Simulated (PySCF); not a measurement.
PBE on H⁻ (hydrogen, charge -1), 1s2, closed-shell 1S. Calculation: PySCF 2.14, in aug-cc-pVQZ-DK; scalar relativity by spin-free X2C-1e.

```
cycle= 1 E= -0.525646119859679  delta_E= -0.00146  |g|= 0.0126  |ddm|= 0.328
cycle= 2 E= -0.524816075453359  delta_E= 0.00083  |g|= 0.0245  |ddm|= 0.157
cycle= 3 E= -0.525942052794484  delta_E= -0.00113  |g|= 6.95e-05  |ddm|= 0.106
cycle= 4 E= -0.525942055935061  delta_E= -3.14e-09  |g|= 3.34e-05  |ddm|= 9.7e-05
cycle= 5 E= -0.525942057987574  delta_E= -2.05e-09  |g|= 2.1e-06  |ddm|= 0.000148
cycle= 6 E= -0.525942057995634  delta_E= -8.06e-12  |g|= 1.16e-08  |ddm|= 8.2e-06
converged SCF energy = -0.525942057995634  <S^2> = -3.9968029e-15  2S+1 = 1
```

Highest occupied orbital energy: 1.709 eV; ⟨L²⟩ = 0.00; populations by l: s 2.00, p 0.00, d 0.00, f 0.00.

Q: Can this result be used?

A: With care. The calculation finished and met its thresholds. At PBE the highest occupied level has a positive energy, so only the finite basis holds that electron; in a semilocal or global hybrid functional this comes from self-interaction and does not mean that the real anion is unbound.
